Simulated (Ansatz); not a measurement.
A structure relaxed at B3LYP-D4/def2-SVP in Ansatz, charge 1, doublet:

```tsv
atom	x (Å)	y (Å)	z (Å)
Ti1	-0.639	1.022	0.757
Ti2	0.495	-1.173	-0.233
O3	0.821	0.727	-0.667
O4	-0.192	-0.849	1.298
O5	-0.485	0.273	-1.156
```

**Question.** Give its formula and point group.

**Answer.** the cluster Ti₂O₃⁺. Point group Cs (tolerance 0.1 Å).

**Question.** Summarise the bond lengths by kind (pairs closer than 1.2 times the sum of covalent radii, bridged metal pairs left out).

**Answer.** 6 × O–Ti 1.71 to 2.06 Å; 1 × O–O 1.47 Å.

The structure holds one bond between oxygen atoms, so isomers without such links may lie far lower. The charge 1 doublet is spin-contaminated (final ⟨S²⟩ up to 1.75, 0.75 for a pure state). Another isomer (doublet) lies 3.74 eV lower at PBE0-D4/def2-TZVP; other spin states weren't run for this one.
